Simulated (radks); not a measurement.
Results of a calculation; reference values are marked as such.
Task: He, configuration [He] (the NIST ground configuration). Level of theory: non-relativistic Kohn-Sham, LDA (Slater exchange, Perdew-Wang correlation), spin-polarised, spherical densities, point nucleus; hard spherical wall at 8 bohr (a radial shooting solver on a logarithmic mesh with Libxc functionals). Some entries of the table are withheld. Estimate them.

orbital,occ.,eigenvalue (hartree),<r^2> (bohr^2),<1/r> (bohr^-1)
1s,2,(1),(2),(3)
2s,0,0.07093,20.36,0.3260
2p,0,(4),19.74,(5)

Result: 
(1) 1s eigenvalue (hartree): -0.57025
(2) 1s <r^2> (bohr^2): 1.287
(3) 1s <1/r> (bohr^-1): 1.656
(4) 2p eigenvalue (hartree): 0.10706
(5) 2p <1/r> (bohr^-1): 0.2733
